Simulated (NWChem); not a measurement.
Species: C2H5FOSi; SMILES F[SiH]1COC1

```xyz
10

F     -0.3531    -2.0214     0.0000
Si     0.3916    -0.5756     0.0000
C     -0.1854     0.8147     1.1347
O     -0.0431     1.6876     0.0000
C     -0.1854     0.8147    -1.1347
H      1.8551    -0.8528     0.0000
H      0.4399     1.1632     1.9711
H     -1.2354     0.7500     1.4799
H     -1.2354     0.7500    -1.4799
H      0.4399     1.1632    -1.9711
```
Atoms are numbered in this order, from 1.

Results from NWChem. Geometry: optimised at PBE0/def2-SVP.

### Question
Estimate the computed values for BLYP/def2-TZVP. Quantities: highest occupied level (eV); orbital gap (eV); dipole (D).

### Answer
```yaml
highest occupied level (eV): -5.84
orbital gap (eV): 5.42
dipole (D): 0.26
```
